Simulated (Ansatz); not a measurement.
Cartesian coordinates (Å):
```xyz
9

Ti    -0.0278    -0.2292    -0.0427
O      0.4877    -1.8845    -0.5627
H      0.1471    -2.7184    -0.1908
O     -1.1772     0.4678    -1.2538
H     -1.3062     0.1319    -2.1594
O      1.4492     0.8066     0.0857
H      1.5476     1.7050    -0.2779
O     -0.8738    -0.3097     1.5545
H     -0.4840    -0.0474     2.4081
```
Charge 0, spin multiplicity 1.

All values below come from frozen-core CCSD(T)/def2-TZVPP // BP86-D3(BJ)/def2-SVP (Ansatz, a quantum-chemistry and plane-wave program).

```
Quantity                         Value
----------------------  --------------
HF energy               -1150.53285 Ha
MP2 correlation energy     -1.41098 Ha
```

Task: Estimate the CCSD correlation energy, the (T) correction, the total energy and the T1 diagnostic.

Result: 
The CCSD correlation energy is -1.40719 Ha, the (T) correction comes out as -0.06736 Ha and the CCSD(T) total energy is -1152.00740 Ha. The T1 diagnostic is 0.024.
